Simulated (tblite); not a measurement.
C6H9FO.
Atom-mapped SMILES: `[CH3:1][O:2]/[CH:3]=[CH:4]/[CH:5]=[CH:6]/[CH2:7][F:8]` (hydrogens: H9, H10, H11 on C1; H12 on C3; H13 on C4; H14 on C5; H15 on C6; H16, H17 on C7)

Computed with GFN2-xTB (tblite), gas phase: Langevin dynamics at 400 K from the optimised GFN2-xTB geometry, time step 0.5 fs, friction 0.01 fs⁻¹, 2000 steps.

The start geometry, which sets the zero of energy:
```
atom  x, y, z in Å
C1     -3.314    0.121   -0.097
O2     -2.688   -1.115    0.155
C3     -1.339   -1.141    0.177
C4     -0.481   -0.133   -0.009
C5      0.946   -0.322    0.047
C6      1.830    0.659   -0.134
C7      3.313    0.493   -0.082
F8      3.687   -0.802    0.179
H9     -4.385   -0.072   -0.072
H10    -3.034    0.513   -1.080
H11    -3.057    0.858    0.671
H12    -0.993   -2.147    0.379
H13    -0.824    0.872   -0.211
H14     1.296   -1.324    0.249
H15     1.511    1.672   -0.338
H16     3.774    0.766   -1.042
H17     3.751    1.113    0.711
```

Problem. These frames come from the run, each turned onto the start geometry. Order them by potential energy, lowest first.
A.
```
atom  x, y, z in Å
C1     -3.435    0.081   -0.070
O2     -2.645   -1.149    0.137
C3     -1.352   -1.067    0.235
C4     -0.511   -0.018   -0.079
C5      0.896   -0.076    0.161
C6      1.887    0.741   -0.119
C7      3.287    0.232   -0.044
F8      4.188    1.251   -0.489
H9     -2.873    0.748   -0.689
H10    -3.699    0.517    0.990
H11    -4.332   -0.225   -0.461
H12    -0.861   -2.023    0.365
H13    -0.846    0.909   -0.522
H14     1.194   -1.072    0.558
H15     1.693    1.679   -0.609
H16     3.809   -0.006    0.937
H17     3.591   -0.510   -0.799
```
B.
```
atom  x, y, z in Å
C1     -3.165    0.211   -0.169
O2     -2.664   -0.854    0.627
C3     -1.365   -1.066    0.585
C4     -0.412   -0.223    0.204
C5      0.956   -0.401    0.084
C6      1.770    0.481   -0.473
C7      3.248    0.384   -0.205
F8      3.929    1.042   -1.167
H9     -2.930    0.002   -1.194
H10    -2.883    1.246    0.027
H11    -4.308    0.128   -0.130
H12    -1.122   -2.023    1.077
H13    -0.876    0.734   -0.259
H14     1.308   -1.388    0.466
H15     1.346    1.441   -0.596
H16     3.463    0.908    0.798
H17     3.699   -0.611   -0.173
```
C.
```
atom  x, y, z in Å
C1     -3.458    0.070   -0.089
O2     -2.737   -1.070    0.326
C3     -1.384   -1.076    0.324
C4     -0.526   -0.074    0.022
C5      0.912   -0.276   -0.014
C6      1.871    0.649    0.016
C7      3.397    0.394   -0.199
F8      3.916   -0.736    0.242
H9     -4.256   -0.221   -0.767
H10    -2.881    0.717   -0.773
H11    -3.762    0.608    0.758
H12    -1.045   -2.052    0.606
H13    -0.813    0.925   -0.231
H14     1.330   -1.269   -0.003
H15     1.665    1.698    0.109
H16     3.763    0.517   -1.243
H17     4.003    1.210    0.420
```
D.
```
atom  x, y, z in Å
C1     -3.352    0.075   -0.091
O2     -2.636   -1.078    0.241
C3     -1.304   -1.021    0.240
C4     -0.489   -0.040    0.032
C5      0.889   -0.381    0.033
C6      1.832    0.631   -0.057
C7      3.329    0.450   -0.109
F8      3.790   -0.737    0.300
H9     -4.282   -0.227   -0.565
H10    -2.875    0.664   -0.863
H11    -3.470    0.650    0.801
H12    -1.011   -2.035    0.445
H13    -0.685    1.044   -0.042
H14     1.186   -1.405    0.076
H15     1.468    1.645   -0.295
H16     3.706    0.571   -1.128
H17     3.896    1.206    0.485
```
E.
```
atom  x, y, z in Å
C1     -3.381    0.182   -0.228
O2     -2.664   -0.902    0.333
C3     -1.389   -1.052    0.626
C4     -0.387   -0.229    0.130
C5      1.065   -0.395    0.214
C6      1.910    0.598   -0.048
C7      3.379    0.495   -0.154
F8      3.860    0.081   -1.371
H9     -2.838    0.820   -0.897
H10    -3.927    0.655    0.504
H11    -4.052   -0.285   -0.895
H12    -1.206   -1.959    1.208
H13    -0.729    0.577   -0.465
H14     1.286   -1.342    0.587
H15     1.596    1.374   -0.666
H16     3.686    1.553   -0.076
H17     3.786   -0.159    0.702
```

Solution. D (0.552 eV), C (0.662 eV), B (0.793 eV), A (0.968 eV), E (1.119 eV).

In the order of the answer:

| t (fs) | E above start (eV) | largest force (eV/Å) | rms force component (eV/Å) | rms distance from start (Å) | rms bond change (Å) | bond most changed (Å) |
| --- | --- | --- | --- | --- | --- | --- |
| 25 | 0.552 | 3.91 | 0.939 | 0.239 | 0.025 | C5=C6 +0.054 |
| 50 | 0.662 | 3.38 | 0.807 | 0.350 | 0.035 | C7–H17 +0.092 |
| 725 | 0.793 | 4.01 | 0.993 | 1.136 | 0.035 | C4–H13 +0.079 |
| 550 | 0.968 | 3.72 | 1.135 | 1.263 | 0.041 | C1–H10 +0.081 |
| 350 | 1.119 | 3.60 | 1.089 | 1.085 | 0.033 | C1–H10 -0.067 |

What follows is the cost of the whole dynamics run. The run took 7.5 s on one thread of an AMD EPYC 9R45, no GPU, on a shared host, and the process peaked at 0.18 GiB of memory.
